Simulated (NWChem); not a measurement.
The numbers come from NWChem runs, not from measurements. System: HGe (+1), charge 1, spin multiplicity 1, at a geometry optimised with PBE0/def2-SVP. The structure started from a generated list of species. Level: CIS/def2-SVPD.

Output (cleaned and shortened):

```
             Northwest Computational Chemistry Package (NWChem) 7.3.0
             --------------------------------------------------------

                                NWChem Input Module
                                -------------------

 Scaling coordinates for geometry "geometry" by  1.889725989
 (inverse scale =  0.529177249)

 Turning off AUTOSYM since
 SYMMETRY directive was detected!

                             Geometry "geometry" -> ""
                             -------------------------

 Output coordinates in angstroms (scale by  1.889725989 to convert to a.u.)

  No.       Tag          Charge          X              Y              Z
 ---- ---------------- ---------- -------------- -------------- --------------
    1 Ge                  32.0000     0.00000000     0.00000000     0.04823500
    2 H                    1.0000     0.00000000     0.00000000    -1.54350700

 Effective nuclear repulsion energy (a.u.)      10.6384526940

            Nuclear Dipole moment (a.u.)
            ----------------------------
        X                 Y               Z
 ---------------- ---------------- ----------------
     0.0000000000     0.0000000000     0.0000245664

      Symmetry information
      --------------------

 Group name             C2v
 Group number             16
 Group order               4
 No. of unique centers     2

      Symmetry unique atoms

     1    2


 Summary of "ao basis" -> "" (spherical)
 ------------------------------------------------------------------------------
       Tag                 Description            Shells   Functions and Types
 ---------------- ------------------------------  ------  ---------------------
 *                         def2-svpd                  on all atoms

  xc_inp: hfexch multiplicative factor not found.

                                 NWChem DFT Module
                                 -----------------

 Summary of "ao basis" -> "ao basis" (spherical)
 ------------------------------------------------------------------------------
       Tag                 Description            Shells   Functions and Types
 ---------------- ------------------------------  ------  ---------------------
 Ge                        def2-svpd                14       38   6s4p4d
 H                         def2-svpd                 4        8   2s2p

 Summary of "ao basis" -> "ao basis" (spherical)
 ------------------------------------------------------------------------------
       Tag                 Description            Shells   Functions and Types
 ---------------- ------------------------------  ------  ---------------------
 Ge                        def2-svpd                14       38   6s4p4d
 H                         def2-svpd                 4        8   2s2p

      Symmetry analysis of basis
      --------------------------

        a1         22
        a2          4
        b1         10
        b2         10

            General Information
            -------------------
          SCF calculation type: DFT
          Wavefunction type:  closed shell.
          No. of atoms     :     2
          No. of electrons :    32
           Alpha electrons :    16
            Beta electrons :    16
          Charge           :     1
          Spin multiplicity:     1
          Use of symmetry is: off; symmetry adaption is: on
          Maximum number of iterations: 100
          AO basis - number of functions:    46
                     number of shells:    18
          Convergence on energy requested:  1.00D-06
          Convergence on density requested:  1.00D-05
          Convergence on gradient requested:  5.00D-04

              XC Information
              --------------
                     Hartree-Fock (Exact) Exchange  1.000

          Convergence Information
          -----------------------
          Convergence aids based upon iterative change in
          total energy or number of iterations.
          Levelshifting, if invoked, occurs when the
          HOMO/LUMO gap drops below (HL_TOL):  1.00D-02
          DIIS, if invoked, will attempt to extrapolate
          using up to (NFOCK): 10 stored Fock matrices.

                    Damping( 0%)  Levelshifting(0.5)       DIIS
[...]
--------------------------------------------------------
  No. Spin  Occ  Vir  Irrep   E(Occ)    E(Vir)   E(Diff)
--------------------------------------------------------
    1    1   16   17 b2       -0.646    -0.250    10.756
    2    1   16   18 b1       -0.646    -0.250    10.756
    3    1   16   19 a1       -0.646    -0.095    14.995
    4    1   16   20 a1       -0.646    -0.065    15.810
    5    1   16   21 b1       -0.646    -0.012    17.244
--------------------------------------------------------

  Entering Davidson iterations
  Restricted singlet excited states

  Iter   NTrls   NConv    DeltaV     DeltaE      Time
  ----  ------  ------  ---------  ---------  ---------
    1      5       0     0.78E-01   0.10+100        1.9
    2     10       0     0.32E-01   0.10E-01        3.1
    3     15       0     0.49E-01   0.85E-02        2.7
    4     20       0     0.12E-01   0.23E-02        1.8
    5     25       2     0.20E-02   0.11E-03        1.9
    6     28       4     0.39E-03   0.22E-05        2.7
    7     29       5     0.86E-04   0.63E-07        1.9
  ----  ------  ------  ---------  ---------  ---------
  Convergence criterion met

  Ground state a1      -2075.363004165861 a.u.

  ----------------------------------------------------------------------------
  Root   1 singlet b1             0.129604841 a.u.                3.5267 eV
  ----------------------------------------------------------------------------
     Transition Moments    X -0.57140   Y -0.00000   Z -0.00000
     Transition Moments   XX -0.00000  XY  0.00000  XZ -1.89800
     Transition Moments   YY -0.00000  YZ -0.00000  ZZ -0.00000
     Dipole Oscillator Strength                    0.0282100533
     Electric Quadrupole                           0.0000000418
     Magnetic Dipole                               0.0000020158
     Total Oscillator Strength                     0.0282121109

          sigma_e =   1.5464 Angstrom
          sigma_h =   1.4991 Angstrom
         |d_h->e| =   0.1485 Angstrom
            d_exc =   2.1434 Angstrom
            d_CD1 =   0.1959 Angstrom
            d_CD2 =  -1.3742 Angstrom
            d_CD3 =   2.2919 Angstrom
     Pearson C.C. =   0.0143

     Occ.   15  a1  ---  Virt.   18  b1      -0.08121
     Occ.   16  a1  ---  Virt.   18  b1       0.98833
     Occ.   16  a1  ---  Virt.   21  b1       0.06387
     Occ.   16  a1  ---  Virt.   31  b1      -0.09206
  ----------------------------------------------------------------------------
  Root   2 singlet b2             0.129604843 a.u.                3.5267 eV
  ----------------------------------------------------------------------------
     Transition Moments    X  0.00000   Y -0.57138   Z -0.00000
     Transition Moments   XX  0.00000  XY  0.00000  XZ  0.00000
     Transition Moments   YY  0.00000  YZ -1.89793  ZZ -0.00000
     Dipole Oscillator Strength                    0.0282081090
     Electric Quadrupole                           0.0000000418
     Magnetic Dipole                               0.0000020159
     Total Oscillator Strength                     0.0282101666

          sigma_e =   1.5464 Angstrom
          sigma_h =   1.4991 Angstrom
         |d_h->e| =   0.1484 Angstrom
            d_exc =   2.1434 Angstrom
            d_CD1 =   0.1958 Angstrom
            d_CD2 =  -1.3743 Angstrom
            d_CD3 =   2.2918 Angstrom
     Pearson C.C. =   0.0143

     Occ.   15  a1  ---  Virt.   17  b2      -0.08119
     Occ.   16  a1  ---  Virt.   17  b2       0.98833
     Occ.   16  a1  ---  Virt.   22  b2      -0.06391
     Occ.   16  a1  ---  Virt.   30  b2      -0.09206
  ----------------------------------------------------------------------------
  Root   3 singlet a1             0.358282109 a.u.                9.7494 eV
  ----------------------------------------------------------------------------
     Transition Moments    X  0.00000   Y  0.00000   Z  1.72418
     Transition Moments   XX  0.60674  XY -0.00000  XZ -0.00000
     Transition Moments   YY  0.60674  YZ -0.00000  ZZ -1.49140
     Dipole Oscillator Strength                    0.7100633989
     Electric Quadrupole                           0.0000003594
     Magnetic Dipole                               0.0000000000
     Total Oscillator Strength                     0.7100637583

          sigma_e =   2.7208 Angstrom
          sigma_h =   1.4962 Angstrom
         |d_h->e| =   0.0388 Angstrom
            d_exc =   3.0320 Angstrom
            d_CD1 =   1.2633 Angstrom
            d_CD2 =  -2.0697 Angstrom
            d_CD3 =   3.0708 Angstrom
     Pearson C.C. =   0.0552

     Occ.   15  a1  ---  Virt.   25  a1       0.08562
     Occ.   16  a1  ---  Virt.   19  a1      -0.96928
     Occ.   16  a1  ---  Virt.   20  a1       0.15465
     Occ.   16  a1  ---  Virt.   25  a1      -0.10271
     Occ.   16  a1  ---  Virt.   26  a1      -0.05640
     Occ.   16  a1  ---  Virt.   29  a1      -0.11727
  ----------------------------------------------------------------------------
  Root   4 singlet a1             0.396832983 a.u.               10.7984 eV
  ----------------------------------------------------------------------------
     Transition Moments    X  0.00000   Y -0.00000   Z  1.47681
     Transition Moments   XX -0.58640  XY  0.00000  XZ -0.00000
     Transition Moments   YY -0.58640  YZ -0.00000  ZZ -0.29050
     Dipole Oscillator Strength                    0.5769900650
     Electric Quadrupole                           0.0000000097
     Magnetic Dipole                               0.0000000000
     Total Oscillator Strength                     0.5769900748

          sigma_e =   2.3950 Angstrom
          sigma_h =   1.4920 Angstrom
         |d_h->e| =   0.0891 Angstrom
            d_exc =   2.7863 Angstrom
            d_CD1 =   0.9921 Angstrom
            d_CD2 =  -1.8543 Angstrom
            d_CD3 =   2.8755 Angstrom
     Pearson C.C. =   0.0288

     Occ.   15  a1  ---  Virt.   25  a1       0.05324
     Occ.   16  a1  ---  Virt.   19  a1       0.14570
     Occ.   16  a1  ---  Virt.   20  a1       0.97981
     Occ.   16  a1  ---  Virt.   25  a1       0.08911
     Occ.   16  a1  ---  Virt.   29  a1       0.05633
  ----------------------------------------------------------------------------
  Root   5 singlet b1             0.419076978 a.u.               11.4037 eV
  ----------------------------------------------------------------------------
     Transition Moments    X -0.17002   Y  0.00000   Z -0.00000
     Transition Moments   XX -0.00000  XY  0.00000  XZ  0.33312
     Transition Moments   YY -0.00000  YZ -0.00000  ZZ  0.00000
     Dipole Oscillator Strength                    0.0080764227
     Electric Quadrupole                           0.0000000435
     Magnetic Dipole                               0.0000001330
     Total Oscillator Strength                     0.0080765992

          sigma_e =   2.0530 Angstrom
          sigma_h =   1.3725 Angstrom
         |d_h->e| =   0.1619 Angstrom
            d_exc =   2.6585 Angstrom
            d_CD1 =   0.8424 Angstrom
            d_CD2 =  -1.5508 Angstrom
            d_CD3 =   2.8204 Angstrom
     Pearson C.C. =  -0.1673

     Occ.   15  a1  ---  Virt.   18  b1       0.69356
     Occ.   15  a1  ---  Virt.   27  b1      -0.06146
     Occ.   15  a1  ---  Virt.   31  b1      -0.06023
     Occ.   16  a1  ---  Virt.   21  b1       0.70323
     Occ.   16  a1  ---  Virt.   27  b1       0.10569
     Occ.   16  a1  ---  Virt.   36  b1       0.06992

              Target root =      1
          Target symmetry = none
      Ground state energy =  -2075.363004165861
        Excitation energy =      0.129604841394
     Excited state energy =  -2075.233399324467

  stored tddft:energy   -2075.2333993244674

 Task  times  cpu:       17.3s     wall:       17.3s

 Total times  cpu:       17.5s     wall:       17.5s
```

Write an NWChem input that would produce this output.

This is not unique; one that fits is 
```
start mol
memory heap 200 mb stack 900 mb global 1100 mb
charge 1
geometry units angstroms nocenter noautoz
  Ge     0.000000     0.000000     0.048235
  H      0.000000     0.000000    -1.543507
  symmetry group C2v
end
basis spherical
  * library def2-svpd
end
dft
  xc hfexch
  semidirect memsize 60000000 filesize 0
  iterations 100
end
tddft
  cis
  nroots 5
  notriplet
  thresh 1e-4
end
task tddft energy
```
